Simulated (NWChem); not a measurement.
The numbers come from NWChem runs, not from measurements. System: H6BN, charge 0, spin multiplicity 1, at a geometry optimised with B3LYP/def2-SVP. The structure started from a generated list of species. Level: B3LYP/cc-pVTZ, VWN1-RPA local correlation.

The NWChem input:

```
start mol
memory heap 200 mb stack 900 mb global 1100 mb
geometry units angstroms nocenter noautoz
  B     -0.546452     0.749582     0.000000
  H     -1.210830     0.659056     1.022296
  H      0.219964     1.702093     0.000000
  H     -1.210830     0.659056    -1.022296
  N      0.427773    -0.586793     0.000000
  H     -0.123606    -1.448252     0.000000
  H      1.031577    -0.606158     0.825340
  H      1.031577    -0.606158    -0.825340
  symmetry group Cs
end
basis spherical
  * library cc-pvtz
end
dft
  xc b3lyp
  semidirect memsize 60000000 filesize 0
  iterations 100
end
task dft energy
```

NWChem printed:

```
             Northwest Computational Chemistry Package (NWChem) 7.3.0
             --------------------------------------------------------

                                NWChem Input Module
                                -------------------

 Scaling coordinates for geometry "geometry" by  1.889725989
 (inverse scale =  0.529177249)

 Turning off AUTOSYM since
 SYMMETRY directive was detected!

                             Geometry "geometry" -> ""
                             -------------------------

 Output coordinates in angstroms (scale by  1.889725989 to convert to a.u.)

  No.       Tag          Charge          X              Y              Z
 ---- ---------------- ---------- -------------- -------------- --------------
    1 B                    5.0000    -0.54645200     0.74958200     0.00000000
    2 H                    1.0000    -1.21083000     0.65905600     1.02229600
    3 H                    1.0000     0.21996400     1.70209300     0.00000000
    4 H                    1.0000    -1.21083000     0.65905600    -1.02229600
    5 N                    7.0000     0.42777300    -0.58679300     0.00000000
    6 H                    1.0000    -0.12360600    -1.44825200     0.00000000
    7 H                    1.0000     1.03157700    -0.60615800     0.82534000
    8 H                    1.0000     1.03157700    -0.60615800    -0.82534000

 Effective nuclear repulsion energy (a.u.)      40.4071985443

            Nuclear Dipole moment (a.u.)
            ----------------------------
        X                 Y               Z
 ---------------- ---------------- ----------------
     0.0000056692    -0.0000075589     0.0000000000

      Symmetry information
      --------------------

 Group name             Cs
 Group number              2
 Group order               2
 No. of unique centers     6

      Symmetry unique atoms

     1    2    3    5    6    7


 Summary of "ao basis" -> "" (spherical)
 ------------------------------------------------------------------------------
       Tag                 Description            Shells   Functions and Types
 ---------------- ------------------------------  ------  ---------------------
 *                          cc-pvtz                   on all atoms

                                 NWChem DFT Module
                                 -----------------

 Summary of "ao basis" -> "ao basis" (spherical)
 ------------------------------------------------------------------------------
       Tag                 Description            Shells   Functions and Types
 ---------------- ------------------------------  ------  ---------------------
 B                          cc-pvtz                 10       30   4s3p2d1f
 H                          cc-pvtz                  6       14   3s2p1d
 N                          cc-pvtz                 10       30   4s3p2d1f

 Summary of "ao basis" -> "ao basis" (spherical)
 ------------------------------------------------------------------------------
       Tag                 Description            Shells   Functions and Types
 ---------------- ------------------------------  ------  ---------------------
 B                          cc-pvtz                 10       30   4s3p2d1f
 H                          cc-pvtz                  6       14   3s2p1d
 N                          cc-pvtz                 10       30   4s3p2d1f

      Symmetry analysis of basis
      --------------------------

        a'         88
        a"         56

            General Information
            -------------------
          SCF calculation type: DFT
          Wavefunction type:  closed shell.
          No. of atoms     :     8
          No. of electrons :    18
           Alpha electrons :     9
            Beta electrons :     9
          Charge           :     0
          Spin multiplicity:     1
          Use of symmetry is: on ; symmetry adaption is: on
          Maximum number of iterations: 100
          AO basis - number of functions:   144
                     number of shells:    56
          Convergence on energy requested:  1.00D-06
          Convergence on density requested:  1.00D-05
          Convergence on gradient requested:  5.00D-04

              XC Information
              --------------
                         B3LYP Method XC Potential
                     Hartree-Fock (Exact) Exchange  0.200
                        Slater Exchange Functional  0.800 local
                    Becke 1988 Exchange Functional  0.720 non-local
              Lee-Yang-Parr Correlation Functional  0.810
                  VWN I RPA Correlation Functional  0.190 local

             Grid Information
             ----------------
          Grid used for XC integration:  medium
          Radial quadrature: Mura-Knowles
          Angular quadrature: Lebedev.
          Tag              B.-S. Rad. Rad. Pts. Rad. Cut. Ang. Pts.
          ---              ---------- --------- --------- ---------
          B                   0.85       49           8.0       434
          H                   0.35       45          10.0       434
          N                   0.65       49           8.0       434
          Grid pruning is: on
          Number of quadrature shells:   278
          Spatial weights used:  Erf1

          Convergence Information
          -----------------------
          Convergence aids based upon iterative change in
          total energy or number of iterations.
          Levelshifting, if invoked, occurs when the
          HOMO/LUMO gap drops below (HL_TOL):  1.00D-02
          DIIS, if invoked, will attempt to extrapolate
          using up to (NFOCK): 10 stored Fock matrices.

                    Damping( 0%)  Levelshifting(0.5)       DIIS
                  --------------- ------------------- ---------------
          dE  on:    start            ASAP                start
          dE off:    2 iters        100 iters           100 iters

      Screening Tolerance Information
      -------------------------------
          Density screening/tol_rho:  1.00D-10
          AO Gaussian exp screening on grid/accAOfunc:  14
          CD Gaussian exp screening on grid/accCDfunc:  20
          XC Gaussian exp screening on grid/accXCfunc:  20
          Schwarz screening/accCoul:  1.00D-08

      Superposition of Atomic Density Guess
      -------------------------------------

 Sum of atomic energies:         -81.84292665

      Non-variational initial energy
      ------------------------------

 Total energy =     -82.949804
 1-e energy   =    -188.347761
 2-e energy   =      64.990759
 HOMO         =      -0.383129
 LUMO         =       0.027879

      Symmetry analysis of molecular orbitals - initial
      -------------------------------------------------

  Numbering of irreducible representations:

     1 a'          2 a"

  Orbital symmetries:

     1 a'          2 a'          3 a'          4 a'          5 a"
     6 a'          7 a'          8 a"          9 a'         10 a'
    11 a"         12 a'         13 a'         14 a'         15 a"
    16 a'         17 a"         18 a'         19 a'

------------------------------------------------------------
EAF file 0: "./mol.aoints.0" size=524288 bytes
------------------------------------------------------------
               write      read    awrite     aread      wait
               -----      ----    ------     -----      ----
     calls:        1         0         0         0         0
   data(b): 5.24e+05  0.00e+00  0.00e+00  0.00e+00
   time(s): 0.00e+00  0.00e+00  0.00e+00  0.00e+00  0.00e+00
rate(mb/s): 0.00e+00  0.00e+00
------------------------------------------------------------

   convergence    iter        energy       DeltaE   RMS-Dens  Diis-err    time
 ---------------- ----- ----------------- --------- --------- ---------  ------
 d= 0,ls=0.0,diis     1    -83.2171491056 -1.24D+02  7.51D-03  4.14D-01     4.3
 d= 0,ls=0.0,diis     2    -83.2518681319 -3.47D-02  9.78D-04  4.18D-02     5.2
 d= 0,ls=0.0,diis     3    -83.2549015448 -3.03D-03  3.80D-04  2.42D-02     6.1
 d= 0,ls=0.0,diis     4    -83.2577021573 -2.80D-03  8.52D-05  8.06D-04     7.0
 d= 0,ls=0.0,diis     5    -83.2577734302 -7.13D-05  2.74D-05  5.92D-05     7.9
  Resetting Diis
 d= 0,ls=0.0,diis     6    -83.2577811156 -7.69D-06  2.37D-06  4.99D-07     8.8
 d= 0,ls=0.0,diis     7    -83.2577811834 -6.78D-08  2.40D-07  8.51D-10     9.7

         Total DFT energy =      -83.257781183436
      One electron energy =     -190.499518148508
           Coulomb energy =       80.040927165818
    Exchange-Corr. energy =      -13.206388745019
 Nuclear repulsion energy =       40.407198544272

 Numeric. integr. density =       18.000001671055

     Total iterative time =      9.1s

                  Occupations of the irreducible representations
                  ----------------------------------------------

                     irrep           alpha         beta
                     --------     --------     --------
                     a'                7.0          7.0
                     a"                2.0          2.0

                       DFT Final Molecular Orbital Analysis
                       ------------------------------------

 Vector    7  Occ=2.000000D+00  E=-3.600090D-01  Symmetry=a'
              MO Center= -3.7D-01,  5.1D-01, -6.5D-17, r^2= 2.2D+00
   Bfn.  Coefficient  Atom+Function         Bfn.  Coefficient  Atom+Function
  ----- ------------  ---------------      ----- ------------  ---------------
     2      0.206243  1 B  s                 81     -0.206896  5 N  py
    78     -0.166745  5 N  py                84     -0.155865  5 N  py
    80      0.150822  5 N  px                76     -0.134483  5 N  s
    74     -0.130616  5 N  s                  6      0.123836  1 B  py
    32      0.120971  2 H  s                 46      0.120972  3 H  s

 Vector    8  Occ=2.000000D+00  E=-2.792640D-01  Symmetry=a"
              MO Center= -9.0D-01,  6.6D-01, -9.8D-11, r^2= 1.8D+00
   Bfn.  Coefficient  Atom+Function         Bfn.  Coefficient  Atom+Function
  ----- ------------  ---------------      ----- ------------  ---------------
    10      0.254635  1 B  pz                 7      0.227427  1 B  pz
    32      0.198627  2 H  s                 60     -0.198627  4 H  s
    33      0.159455  2 H  s                 61     -0.159455  4 H  s
    31      0.147534  2 H  s                 59     -0.147534  4 H  s
    13      0.127801  1 B  pz               118     -0.065118  7 H  s

 Vector    9  Occ=2.000000D+00  E=-2.792589D-01  Symmetry=a'
              MO Center= -3.5D-01,  1.1D+00,  9.8D-11, r^2= 1.8D+00
   Bfn.  Coefficient  Atom+Function         Bfn.  Coefficient  Atom+Function
  ----- ------------  ---------------      ----- ------------  ---------------
    46      0.229352  3 H  s                  8      0.205765  1 B  px
     5      0.183778  1 B  px                47      0.184128  3 H  s
    45      0.170358  3 H  s                  9      0.150004  1 B  py
     6      0.133974  1 B  py                32     -0.114677  2 H  s
    60     -0.114677  4 H  s                 11      0.103273  1 B  px

 Vector   10  Occ=0.000000D+00  E=-1.265223D-02  Symmetry=a'
              MO Center=  7.0D-01, -9.7D-01, -4.6D-14, r^2= 4.4D+00
   Bfn.  Coefficient  Atom+Function         Bfn.  Coefficient  Atom+Function
  ----- ------------  ---------------      ----- ------------  ---------------
    76      1.880301  5 N  s                  4      0.994919  1 B  s
   105     -0.783132  6 H  s                119     -0.783159  7 H  s
   133     -0.783159  8 H  s                 84     -0.359572  5 N  py
    33     -0.300703  2 H  s                 47     -0.300729  3 H  s
    61     -0.300703  4 H  s                104     -0.301015  6 H  s

 Vector   11  Occ=0.000000D+00  E= 5.912731D-02  Symmetry=a"
              MO Center=  1.2D+00, -5.2D-01,  4.0D-14, r^2= 4.3D+00
   Bfn.  Coefficient  Atom+Function         Bfn.  Coefficient  Atom+Function
  ----- ------------  ---------------      ----- ------------  ---------------
   119      1.536031  7 H  s                133     -1.536031  8 H  s
    85     -1.224517  5 N  pz               118      0.429416  7 H  s
   132     -0.429416  8 H  s                 13      0.364809  1 B  pz
    82     -0.339241  5 N  pz                33     -0.204349  2 H  s
    61      0.204349  4 H  s                 79     -0.189194  5 N  pz

 Vector   12  Occ=0.000000D+00  E= 5.912837D-02  Symmetry=a'
              MO Center=  1.3D-01, -1.3D+00, -7.2D-16, r^2= 4.3D+00
   Bfn.  Coefficient  Atom+Function         Bfn.  Coefficient  Atom+Function
  ----- ------------  ---------------      ----- ------------  ---------------
   105      1.773673  6 H  s                 83      0.989512  5 N  px
   119     -0.886817  7 H  s                133     -0.886817  8 H  s
    84      0.721340  5 N  py               104      0.495856  6 H  s
    11     -0.294808  1 B  px                80      0.274133  5 N  px
   118     -0.247920  7 H  s                132     -0.247920  8 H  s

 center of mass
 --------------
 x =  -0.01765183 y =   0.02421094 z =   0.00000000

 moments of inertia (a.u.)
 ------------------
          75.462571248669          36.895956456418           0.000000000000
          36.895956456418          51.748445162065           0.000000000000
           0.000000000000           0.000000000000         102.359503757413

     Multipole analysis of the density
     ---------------------------------

     L   x y z        total         alpha         beta         nuclear
     -   - - -        -----         -----         ----         -------
     0   0 0 0      0.000000     -9.000000     -9.000000     18.000000

     1   1 0 0      1.258885      0.629440      0.629440      0.000006
     1   0 1 0     -1.726887     -0.863440     -0.863440     -0.000008
     1   0 0 1      0.000000      0.000000      0.000000      0.000000

     2   2 0 0    -12.274493    -20.239666    -20.239666     28.204839
     2   1 1 0      0.120836     10.949213     10.949213    -21.777591
     2   1 0 1      0.000000      0.000000      0.000000      0.000000
     2   0 2 0    -12.352256    -27.277131    -27.277131     42.202007
     2   0 1 1     -0.000000     -0.000000     -0.000000      0.000000
     2   0 0 2    -12.186414    -12.257847    -12.257847     12.329280

 Task  times  cpu:        9.7s     wall:        9.7s

 Total times  cpu:        9.8s     wall:        9.8s
```
